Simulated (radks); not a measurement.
The numbers below are computed, except where a source is named.
Question: Gd LVIII, 7 electrons, occupied as [He] 2s2 2p3. Code: a radial shooting solver on a logarithmic mesh with Libxc functionals. Model: non-relativistic Kohn-Sham, LDA (Slater exchange, Perdew-Wang correlation), spin-unpolarised, spherical densities, point nucleus; relativity is left out, which matters for an element this heavy. Some entries of the table are withheld. Estimate them.

orbital  occ.  eigenvalue (Ry)  <r^2> (bohr^2)  <r> (bohr)
1s          2        -3845.406             (1)     0.02367
2s          2              (2)         0.01110         (3)
2p          3        -874.7711        0.008131     0.08217

Answer: 
(1) 1s <r^2> (bohr^2): 0.0007482
(2) 2s eigenvalue (Ry): -890.8770
(3) 2s <r> (bohr): 0.09748
